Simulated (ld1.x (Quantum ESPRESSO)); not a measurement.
# u(r) = r·R(r): atom against pseudo-atom (Ni)

Columns: radius, all-electron u(r) and pseudo u(r) of the 4s shell (level -4.49 eV) of nickel in the configuration [Ar] 3d9 4s1 4p0; PBEsol, scalar-relativistic, ultrasoft scheme, ld1.x (Quantum ESPRESSO) 7.5.

| r (bohr) | all-electron | pseudo |
| --- | --- | --- |
| 0.123 | -0.1229 | -0.0420 |
| 0.245 | -0.0798 | -0.0837 |
| 0.368 | 0.1227 | -0.1258 |
| 0.490 | 0.2393 | -0.1678 |
| 0.613 | 0.2435 | -0.2103 |
| 0.735 | 0.1728 | -0.2524 |
| 0.858 | 0.0654 | -0.2946 |
| 0.980 | -0.0511 | -0.3359 |
| 1.103 | -0.1642 | -0.3766 |
| 1.225 | -0.2648 | -0.4156 |
| 1.348 | -0.3520 | -0.4530 |
| 1.470 | -0.4239 | -0.4876 |
| 1.593 | -0.4824 | -0.5194 |
| 1.715 | -0.5279 | -0.5473 |
| 1.838 | -0.5626 | -0.5712 |
| 1.960 | -0.5873 | -0.5903 |
| 2.083 | -0.6039 | -0.6046 |
| 2.205 | -0.6134 | -0.6134 |
| 2.328 | -0.6168 | -0.6168 |
| 2.450 | -0.6152 | -0.6152 |
| 2.573 | -0.6094 | -0.6094 |
| 2.695 | -0.6002 | -0.6002 |
| 2.818 | -0.5880 | -0.5880 |
| 2.940 | -0.5737 | -0.5737 |
| 3.063 | -0.5575 | -0.5575 |
| 3.185 | -0.5400 | -0.5400 |

Q: How many radial nodes do the two functions have?

A: The all-electron 4s function has n − l − 1 = 3 (the table is too coarse to show those close to the nucleus); the pseudo-wave has 0, since the states of the same l below it are removed with the core.

Q: At about which radius was the pseudo-wave matched?

A: 2.25 bohr, where the columns begin to agree (steps of 0.12 bohr).

Q: Is the pseudo-wave norm-conserving?

A: No, it belongs to an ultrasoft set: the norm inside the radius is not constrained, and the difference is carried by the augmentation charge.
